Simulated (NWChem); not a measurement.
All runs are NWChem calculations. System: HBN (+1), charge 1, spin multiplicity 1, at a geometry optimised with PBE0/def2-SVP. The structure started from a generated list of species. Level: CR-EOMCCSD(T)/def2-SVPD, 2 core orbitals frozen.

Output (cleaned and shortened):

```
             Northwest Computational Chemistry Package (NWChem) 7.3.0
             --------------------------------------------------------

                                NWChem Input Module
                                -------------------

 Scaling coordinates for geometry "geometry" by  1.889725989
 (inverse scale =  0.529177249)

 Turning off AUTOSYM since
 SYMMETRY directive was detected!

                             Geometry "geometry" -> ""
                             -------------------------

 Output coordinates in angstroms (scale by  1.889725989 to convert to a.u.)

  No.       Tag          Charge          X              Y              Z
 ---- ---------------- ---------- -------------- -------------- --------------
    1 B                    5.0000     0.00000000     0.00000000     0.82130200
    2 N                    7.0000     0.00000000     0.00000000    -0.38628400
    3 H                    1.0000     0.00000000     0.00000000    -1.40251900

 Effective nuclear repulsion energy (a.u.)      20.1722345906

            Nuclear Dipole moment (a.u.)
            ----------------------------
        X                 Y               Z
 ---------------- ---------------- ----------------
     0.0000000000     0.0000000000     0.0000056692

      Symmetry information
      --------------------

 Group name             C2v
 Group number             16
 Group order               4
 No. of unique centers     3

      Symmetry unique atoms

     1    2    3


 Summary of "ao basis" -> "" (spherical)
 ------------------------------------------------------------------------------
       Tag                 Description            Shells   Functions and Types
 ---------------- ------------------------------  ------  ---------------------
 *                         def2-svpd                  on all atoms

 Summary of "ao basis" -> "ao basis" (spherical)
 ------------------------------------------------------------------------------
       Tag                 Description            Shells   Functions and Types
 ---------------- ------------------------------  ------  ---------------------
 B                         def2-svpd                 8       20   4s2p2d
 N                         def2-svpd                 8       20   4s2p2d
 H                         def2-svpd                 4        8   2s2p

                                 NWChem SCF Module
                                 -----------------

[...]
 Iteration   8 using    8 trial vectors
   0.0000683968217   0.0181556141412    0.49404     0.1     0.1

 Iteration   9 using    9 trial vectors
   0.0000159238421   0.0181557475247    0.49404     0.1     0.1

 Iteration  10 using   10 trial vectors
   0.0000038588509   0.0181555826946    0.49404     0.1     0.1
 --------------------------------------------------------------
 Iterations converged
 ------------------

 Excited state root  1
 Excitation energy / hartree =        0.018155582694638
                   / eV      =        0.494038752130104
 largest EOMCCSD amplitudes: R1 and R2

 Singles contributions
     7a1  (alpha) ---     6b1  (alpha)        0.8984770821

 Doubles contributions
     7a1  (alpha)     8b1  (beta ) ---     6b1  (alpha)     6b1  (beta )        0.1816868447
     7a1  (alpha)     9b2  (beta ) ---     6b1  (alpha)     5b2  (beta )        0.1122201443
     8b1  (alpha)     7a1  (beta ) ---     6b1  (alpha)     6b1  (beta )        0.1816868447
     9b2  (alpha)     7a1  (beta ) ---     5b2  (alpha)     6b1  (beta )        0.1122201443
======= CR-EOMCCSD(T) calculation ======
corresponding R0 value =     0.000000

CR-EOMCCSD(T) Intermediates cpu wall time             0.2            0.2
 creom_N i2_1 nr of boxes                    72
 creom_N i2_2 nr of boxes                   126
 creom_N i2_3 nr of boxes                    72
 creom_N i2_4 nr of boxes                   126

CR-EOMCCSD(T) triples loop cpu wall             0.1            0.1

 CR-EOMCCSD(T)  total energy / hartree       =       -79.391145851776926
 CR-EOMCCSD(T)  excitation energy (eV)       =      0.45549

 =========================================
 Excited-state calculation ( b2  symmetry)
 =========================================
 Dim. of EOMCC iter. space      500

 EOMCCSD SOLVER TYPE  1
  maxdiff =   0.36474484781472266

 No. of initial right vectors    1

 EOM-CCSD right-hand side iterations
 --------------------------------------------------------------
      Residuum       Omega / hartree  Omega / eV    Cpu    Wall
 --------------------------------------------------------------

 Iteration   1 using    1 trial vectors
   0.5631515310259   0.1534257135251    4.17493     0.1     0.1

 Iteration   2 using    2 trial vectors
   0.1313666615941   0.0265175669301    0.72158     0.1     0.1

 Iteration   3 using    3 trial vectors
   0.0480988492833   0.0182170090461    0.49571     0.1     0.1

 Iteration   4 using    4 trial vectors
   0.0131565213213   0.0179915627850    0.48958     0.1     0.1

 Iteration   5 using    5 trial vectors
   0.0040508050924   0.0180523967635    0.49123     0.1     0.1

 Iteration   6 using    6 trial vectors
   0.0011726594361   0.0181302735392    0.49335     0.1     0.1

 Iteration   7 using    7 trial vectors
   0.0002852698329   0.0181529021169    0.49397     0.1     0.1

 Iteration   8 using    8 trial vectors
   0.0000683968217   0.0181556141412    0.49404     0.1     0.1

 Iteration   9 using    9 trial vectors
   0.0000159238421   0.0181557475247    0.49404     0.1     0.1

 Iteration  10 using   10 trial vectors
   0.0000038588509   0.0181555826946    0.49404     0.1     0.1
 --------------------------------------------------------------
 Iterations converged
 ------------------

 Excited state root  1
 Excitation energy / hartree =        0.018155582694638
                   / eV      =        0.494038752130107
 largest EOMCCSD amplitudes: R1 and R2

 Singles contributions
     7a1  (alpha) ---     5b2  (alpha)        0.8984770821

 Doubles contributions
     7a1  (alpha)     8b1  (beta ) ---     5b2  (alpha)     6b1  (beta )        0.1122201443
     7a1  (alpha)     9b2  (beta ) ---     5b2  (alpha)     5b2  (beta )        0.1816868447
     8b1  (alpha)     7a1  (beta ) ---     6b1  (alpha)     5b2  (beta )        0.1122201443
     9b2  (alpha)     7a1  (beta ) ---     5b2  (alpha)     5b2  (beta )        0.1816868447
======= CR-EOMCCSD(T) calculation ======
corresponding R0 value =     0.000000

CR-EOMCCSD(T) Intermediates cpu wall time             0.2            0.2
 creom_N i2_1 nr of boxes                    72
 creom_N i2_2 nr of boxes                   126
 creom_N i2_3 nr of boxes                    72
 creom_N i2_4 nr of boxes                   126

CR-EOMCCSD(T) triples loop cpu wall             0.1            0.1

 CR-EOMCCSD(T)  total energy / hartree       =       -79.391145851776926
 CR-EOMCCSD(T)  excitation energy (eV)       =      0.45549

 Task  times  cpu:        6.2s     wall:        6.2s

 Total times  cpu:        6.2s     wall:        6.2s
```

Write an NWChem input that would produce this output.

Several could match; the one computed here: 
```
start mol
memory heap 100 mb stack 700 mb global 1900 mb
charge 1
geometry units angstroms nocenter noautoz
  B      0.000000     0.000000     0.821302
  N      0.000000     0.000000    -0.386284
  H      0.000000     0.000000    -1.402519
  symmetry group C2v
end
basis spherical
  * library def2-svpd
end
scf
  rhf
  nopen 0
  maxiter 100
  thresh 1e-7
  semidirect memsize 60000000 filesize 0
end
tce
  freeze core 2
  creomsd(t)
  nroots 1
  2eorb
  2emet 13
  thresh 1e-5
  maxiter 200
  tilesize 24
end
task tce energy
```
